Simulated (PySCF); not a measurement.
Cl$_{4}$Se (SMILES Cl[Se](Cl)(Cl)Cl), singlet, at a GFN2-xTB geometry; PySCF with DF-PBE/pcseg-1.

The PySCF input:
```python
from pyscf import gto, scf, dft

mol = gto.Mole()
mol.atom = '''
    Se   -0.003007    0.004701    0.442483
    Cl    1.061722   -1.326566   -0.820968
    Cl    1.812304    1.458836    0.396540
    Cl   -1.050276    1.308670   -0.863321
    Cl   -1.817736   -1.450343    0.402783
'''
mol.basis = 'pcseg-1'
mol.charge = 0
mol.spin = 0
mol.verbose = 4
mol.build()

mf = dft.RKS(mol)
mf.xc = 'pbe'
mf.diis = False
mf.max_cycle = 100
mf = mf.density_fit(auxbasis='def2-universal-jkfit')
mf.kernel()
mf.analyze()
```

### Question
Write the output that PySCF gives for this input, abridged.

### Answer

```
PySCF version 2.14.0

[INPUT] verbose = 4
[INPUT] num. atoms = 5
[INPUT] num. electrons = 102
[INPUT] charge = 0
[INPUT] spin (= nelec alpha-beta = 2S) = 0
[INPUT] symmetry False subgroup None
[INPUT] Mole.unit = angstrom
[INPUT] Symbol           X                Y                Z      unit          X                Y                Z       unit  Magmom
[...]
nuclear repulsion = 824.779331769026
number of shells = 15
number of NR pGTOs = 258
number of NR cGTOs = 99
basis = pcseg-1
ecp = {}

******** <class 'pyscf.df.df_jk.DFRKS'> ********
method = DFRKS
initial guess = minao
damping factor = 0
level_shift factor = 0
DIIS disabled
SCF conv_tol = 1e-09
SCF conv_tol_grad = None
SCF max_cycles = 100
direct_scf = False
XC library pyscf.dft.libxc version 7.1.2
    S. Lehtola, C. Steigemann, M. J. T. Oliveira, and M. A. L. Marques,  SoftwareX 7, 1–5 (2018)
XC functionals = pbe
    J. P. Perdew, K. Burke, and M. Ernzerhof,  Phys. Rev. Lett. 77, 3865 (1996)
    J. P. Perdew, K. Burke, and M. Ernzerhof,  Phys. Rev. Lett. 78, 1396 (1997)
    J. P. Perdew, K. Burke, and M. Ernzerhof,  Phys. Rev. Lett. 77, 3865 (1996)
    J. P. Perdew, K. Burke, and M. Ernzerhof,  Phys. Rev. Lett. 78, 1396 (1997)
radial grids:
    Treutler-Ahlrichs [JCP 102, 346 (1995); DOI:10.1063/1.469408] (M4) radial grids

becke partition: Becke, JCP 88, 2547 (1988); DOI:10.1063/1.454033
pruning grids: <function nwchem_prune>
grids dens level: 3
symmetrized grids: False
atomic radii adjust function: <function treutler_atomic_radii_adjust>
small_rho_cutoff = 0
Set gradient conv threshold to 3.16228e-05
Initial guess from minao.
tot grids = 95944
init E= -4240.52967764478
[...]
cycle= 1 E= -4240.75852359726  delta_E= -0.229  |g|= 0.69  |ddm|= 3.09
[...]
cycle= 2 E= -4238.63049699932  delta_E= 2.13  |g|= 2.51  |ddm|= 4.86
[...]
cycle= 3 E= -4234.07249431423  delta_E= 4.56  |g|=  3.9  |ddm|= 11.7
[...]
cycle= 4 E= -4213.03254595375  delta_E=   21  |g|= 6.79  |ddm|= 17.1
[...]
cycle= 5 E= -4036.74950690643  delta_E=  176  |g|= 12.5  |ddm|= 27.4
[...]
cycle= 6 E= -3967.37265757733  delta_E= 69.4  |g|= 8.78  |ddm|= 43.5
[...]
cycle= 7 E= -3880.97793745538  delta_E= 86.4  |g|= 18.1  |ddm|= 59.2
[...]
cycle= 8 E= -3969.98563376023  delta_E=  -89  |g|= 8.91  |ddm|= 77.3
[...]
cycle= 9 E= -3876.50925530863  delta_E= 93.5  |g|= 10.2  |ddm|= 78.7
[...]
cycle= 10 E= -3970.00779568382  delta_E= -93.5  |g|= 8.92  |ddm|=   79
[...]
cycle= 11 E= -3876.5076577364  delta_E= 93.5  |g|= 10.2  |ddm|=   79
[...]
cycle= 12 E= -3970.0079823242  delta_E= -93.5  |g|= 8.92  |ddm|=   79
[...]
cycle= 13 E= -3876.50765374386  delta_E= 93.5  |g|= 10.2  |ddm|=   79
[...]
cycle= 14 E= -3970.00798713908  delta_E= -93.5  |g|= 8.92  |ddm|=   79
[...]
cycle= 15 E= -3876.50765509854  delta_E= 93.5  |g|= 10.2  |ddm|=   79
[...]
cycle= 16 E= -3970.00798721033  delta_E= -93.5  |g|= 8.92  |ddm|=   79
[...]
cycle= 17 E= -3876.50765544019  delta_E= 93.5  |g|= 10.2  |ddm|=   79
[...]
cycle= 18 E= -3970.00798722719  delta_E= -93.5  |g|= 8.92  |ddm|=   79
[...]
cycle= 19 E= -3876.50765553039  delta_E= 93.5  |g|= 10.2  |ddm|=   79
[...]
cycle= 20 E= -3970.00798722807  delta_E= -93.5  |g|= 8.92  |ddm|=   79
[...]
cycle= 21 E= -3876.50765555306  delta_E= 93.5  |g|= 10.2  |ddm|=   79
[...]
cycle= 22 E= -3970.0079872265  delta_E= -93.5  |g|= 8.92  |ddm|=   79
[...]
cycle= 23 E= -3876.5076555583  delta_E= 93.5  |g|= 10.2  |ddm|=   79
[...]
cycle= 24 E= -3970.00798722508  delta_E= -93.5  |g|= 8.92  |ddm|=   79
[...]
cycle= 25 E= -3876.50765555922  delta_E= 93.5  |g|= 10.2  |ddm|=   79
[...]
cycle= 26 E= -3970.00798722427  delta_E= -93.5  |g|= 8.92  |ddm|=   79
[...]
cycle= 27 E= -3876.50765555921  delta_E= 93.5  |g|= 10.2  |ddm|=   79
[...]
cycle= 28 E= -3970.00798722374  delta_E= -93.5  |g|= 8.92  |ddm|=   79
[...]
cycle= 29 E= -3876.50765555905  delta_E= 93.5  |g|= 10.2  |ddm|=   79
[...]
cycle= 30 E= -3970.00798722351  delta_E= -93.5  |g|= 8.92  |ddm|=   79
[...]
[...]
[...]
cycle= 60 E= -3970.00798722311  delta_E= -93.5  |g|= 8.92  |ddm|=   79
[...]
cycle= 61 E= -3876.50765555881  delta_E= 93.5  |g|= 10.2  |ddm|=   79
[...]
cycle= 62 E= -3970.00798722316  delta_E= -93.5  |g|= 8.92  |ddm|=   79
[...]
cycle= 63 E= -3876.50765555881  delta_E= 93.5  |g|= 10.2  |ddm|=   79
[...]
cycle= 64 E= -3970.00798722314  delta_E= -93.5  |g|= 8.92  |ddm|=   79
[...]
cycle= 65 E= -3876.50765555883  delta_E= 93.5  |g|= 10.2  |ddm|=   79
[...]
cycle= 66 E= -3970.00798722315  delta_E= -93.5  |g|= 8.92  |ddm|=   79
[...]
cycle= 67 E= -3876.50765555882  delta_E= 93.5  |g|= 10.2  |ddm|=   79
[...]
cycle= 68 E= -3970.00798722321  delta_E= -93.5  |g|= 8.92  |ddm|=   79
[...]
cycle= 69 E= -3876.50765555884  delta_E= 93.5  |g|= 10.2  |ddm|=   79
[...]
cycle= 70 E= -3970.00798722316  delta_E= -93.5  |g|= 8.92  |ddm|=   79
[...]
cycle= 71 E= -3876.50765555883  delta_E= 93.5  |g|= 10.2  |ddm|=   79
[...]
cycle= 72 E= -3970.00798722316  delta_E= -93.5  |g|= 8.92  |ddm|=   79
[...]
cycle= 73 E= -3876.50765555882  delta_E= 93.5  |g|= 10.2  |ddm|=   79
[...]
cycle= 74 E= -3970.00798722318  delta_E= -93.5  |g|= 8.92  |ddm|=   79
[...]
cycle= 75 E= -3876.50765555883  delta_E= 93.5  |g|= 10.2  |ddm|=   79
[...]
cycle= 76 E= -3970.00798722313  delta_E= -93.5  |g|= 8.92  |ddm|=   79
[...]
cycle= 77 E= -3876.50765555882  delta_E= 93.5  |g|= 10.2  |ddm|=   79
[...]
cycle= 78 E= -3970.00798722314  delta_E= -93.5  |g|= 8.92  |ddm|=   79
[...]
cycle= 79 E= -3876.50765555882  delta_E= 93.5  |g|= 10.2  |ddm|=   79
[...]
cycle= 80 E= -3970.00798722316  delta_E= -93.5  |g|= 8.92  |ddm|=   79
[...]
cycle= 81 E= -3876.50765555881  delta_E= 93.5  |g|= 10.2  |ddm|=   79
[...]
cycle= 82 E= -3970.00798722313  delta_E= -93.5  |g|= 8.92  |ddm|=   79
[...]
cycle= 83 E= -3876.50765555882  delta_E= 93.5  |g|= 10.2  |ddm|=   79
[...]
cycle= 84 E= -3970.00798722315  delta_E= -93.5  |g|= 8.92  |ddm|=   79
[...]
cycle= 85 E= -3876.50765555883  delta_E= 93.5  |g|= 10.2  |ddm|=   79
[...]
cycle= 86 E= -3970.00798722315  delta_E= -93.5  |g|= 8.92  |ddm|=   79
[...]
cycle= 87 E= -3876.50765555882  delta_E= 93.5  |g|= 10.2  |ddm|=   79
[...]
cycle= 88 E= -3970.00798722313  delta_E= -93.5  |g|= 8.92  |ddm|=   79
[...]
cycle= 89 E= -3876.50765555881  delta_E= 93.5  |g|= 10.2  |ddm|=   79
[...]
cycle= 90 E= -3970.00798722313  delta_E= -93.5  |g|= 8.92  |ddm|=   79
[...]
cycle= 91 E= -3876.50765555882  delta_E= 93.5  |g|= 10.2  |ddm|=   79
[...]
cycle= 92 E= -3970.00798722314  delta_E= -93.5  |g|= 8.92  |ddm|=   79
[...]
cycle= 93 E= -3876.50765555882  delta_E= 93.5  |g|= 10.2  |ddm|=   79
[...]
cycle= 94 E= -3970.00798722314  delta_E= -93.5  |g|= 8.92  |ddm|=   79
[...]
cycle= 95 E= -3876.50765555882  delta_E= 93.5  |g|= 10.2  |ddm|=   79
[...]
cycle= 96 E= -3970.00798722313  delta_E= -93.5  |g|= 8.92  |ddm|=   79
[...]
cycle= 97 E= -3876.50765555882  delta_E= 93.5  |g|= 10.2  |ddm|=   79
[...]
cycle= 98 E= -3970.00798722313  delta_E= -93.5  |g|= 8.92  |ddm|=   79
[...]
cycle= 99 E= -3876.50765555882  delta_E= 93.5  |g|= 10.2  |ddm|=   79
[...]
cycle= 100 E= -3970.00798722315  delta_E= -93.5  |g|= 8.92  |ddm|=   79
SCF not converged.
SCF energy = -3970.00798722315
**** SCF Summaries ****
Total Energy =                       -3970.007987223147666
Nuclear Repulsion Energy =             824.779331769026044
One-electron Energy =                -7408.269286875198304
Two-electron Energy =                 2613.481967883024026
Two-electron Coulomb Energy =         2801.981313675151796
DFT Exchange-Correlation Energy =     -188.499345792127883
HOMO-LUMO gap [eV] =                     0.935519698204224
**** MO energy ****
[...]
 ** Mulliken pop on meta-lowdin orthogonal AOs  **
 ** Mulliken pop  **
 ** Mulliken atomic charges  **
charge of    0Se =    -13.48328
charge of    1Cl =     -6.06517
charge of    2Cl =     12.80683
charge of    3Cl =     -6.06523
charge of    4Cl =     12.80684
Dipole moment(X, Y, Z, Debye): -0.51729,  0.80862, 76.16927
```

The run did not converge; its last values are not results.
